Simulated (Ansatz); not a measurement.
The same hydrogenolysis along the group B, Al, Ga, In.

Program: Ansatz. Geometries: PBE0-D4/def2-TZVP. ΔE: electronic, gas phase. CBS: MP2 limit from def2 TZ/QZ plus the TZ coupled-cluster correction, frozen cores. This one scheme is used for every species. Functionals use def2-TZVPP. B3LYP here is the variant with VWN-RPA as its local correlation; programs differ in this. def2 core potentials past Kr. For Ga, In outer-core shells are correlated without core-valence functions, which leaves a few kJ/mol of doubt a bond. Scalar relativity is left out up to krypton.

```csv
reaction,revPBE-D4 (kcal/mol),PBE-D4 (kcal/mol),B3LYP-D4 (kcal/mol),HF/CBS(def2) (kcal/mol)
`CBCl` + H₂ → `BC` + HCl,22.7,22.3,20.6,15.7
`[CH3][AlH][Cl]` + H₂ → `[CH3][AlH2]` + HCl,37.0,36.9,37.2,35.3
`[CH3][GaH][Cl]` + H₂ → `[CH3][GaH2]` + HCl,28.9,28.6,29.0,27.5
`[CH3][InH][Cl]` + H₂ → `[CH3][InH2]` + HCl,29.2,28.9,29.4,28.3
```

Give the CCSD(T)/CBS values in the same order. (Best estimate.)

Ansatz gave: 20.5, 37.8, 29.0, 30.1 kcal/mol.

Largest T1 diagnostic: 0.013, for `[CH3][InH2]`.
